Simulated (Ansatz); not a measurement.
Molecule: sum formula HSeCl₂, net charge 1, singlet state. It need not be the lowest isomer of its formula. 
Geometry from a B3LYP-D3(BJ)/def2-TZVP (Ansatz, a quantum-chemistry and plane-wave program) optimisation:
```xyz
4

Se     0.1974    -0.1636     0.5841
Cl     0.9084     1.4315    -0.6290
Cl    -1.2571    -1.1435    -0.6183
H     -0.7848     0.6656     1.3450
```
Charge +1, spin multiplicity 1.

Parts of the frozen-core correlation energy in STO-3G (Ansatz, hartree). Frozen orbitals: 24; correlated occupied orbitals by spin: 10 and 10; virtual: 3 and 3. No spin-orbit coupling. No relativistic terms.

```
term                             value
-------------------------  -----------
reference (HF)             -3282.99875
MP2 opposite-spin             -0.04682
MP2 same-spin                 -0.00333
CCSD correlation              -0.07172
(T)                           -0.00095
FCI minus CCSD(T)             -0.00046
T1 diagnostic                    0.010
largest doubles amplitude        0.085
```
